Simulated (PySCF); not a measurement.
Bi(Cl)2(Me) (CH₃BiCl₂), SMILES [CH3][Bi]([Cl])[Cl]. Coordinates come from a PBE-D3(BJ)/def2-SVP optimisation. The structure was generated by enumeration; whether it is a known compound was not checked. The def2 effective core potentials stand for the cores of Bi; spin–orbit coupling is left out.

Computed equilibrium geometry at PBE-D3(BJ)/def2-SVP (PySCF confirms it by a frequency run) as a Z-matrix, and its point group:
point group Cs.
```
C
H 1 1.1054
H 1 1.1070 2 110.41
H 1 1.1070 2 110.41 3 -123.05
Bi 1 2.2835 2 106.77 3 118.48
Cl 5 2.4969 1 92.99 2 -50.83
Cl 5 2.4969 1 92.99 2 50.83
```
Charge 0, spin multiplicity 1.
